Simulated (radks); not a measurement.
Sc III, configuration [Ar] 3d1. All-electron calculation, non-relativistic Kohn-Sham, BLYP, spin-unpolarised, spherical densities, point nucleus. Program: a radial shooting solver on a logarithmic mesh with Libxc functionals.

Radial electron density D(r) = 4 pi r^2 rho(r):

```
   r/bohr * D(r) (the largest magnitude, 26.2, reaches the edge; | marks zero)
 0.005701 |   *
 0.006428 |    *
 0.007306 |     *
 0.008237 |       *
 0.009362 |         *
  0.01056 |           *
    0.012 |             *
  0.01353 |                *
  0.01537 |                   *
  0.01733 |                       *
   0.0197 |                           *
  0.02221 |                               *
  0.02525 |                                   *
  0.02846 |                                       *
  0.03235 |                                           *
  0.03677 |                                               *
  0.04146 |                                                 *
  0.04712 |                                                   *
  0.05312 |                                                   *
  0.06038 |                                                  *
  0.06808 |                                                *
  0.07737 |                                             *
  0.08724 |                                         *
  0.09915 |                                       *
   0.1118 |                                     *
   0.1271 |                                      *
   0.1433 |                                        *
   0.1628 |                                            *
   0.1836 |                                                *
   0.2086 |                                                    *
   0.2352 |                                                      *
   0.2674 |                                                     *
   0.3015 |                                                 *
   0.3426 |                                         *
   0.3863 |                                 *
   0.4391 |                        *
    0.499 |                  *
   0.5626 |              *
   0.6395 |              *
    0.721 |               *
   0.8195 |                 *
   0.9239 |                  *
     1.05 |                 *
    1.184 |               *
    1.346 |           *
    1.517 |        *
    1.724 |     *
    1.944 |   *
     2.21 | *
    2.491 |*
    2.832 *
    3.193 *
    3.629 *
    4.091 *
     4.65 *
    5.243 *
    5.959 *
```

D(r) has 3 maxima, at r = 0.0510, 0.241, 0.939 bohr, and minima at 0.116, 0.614 bohr, inside which lie 2.15, 10.40 electrons.
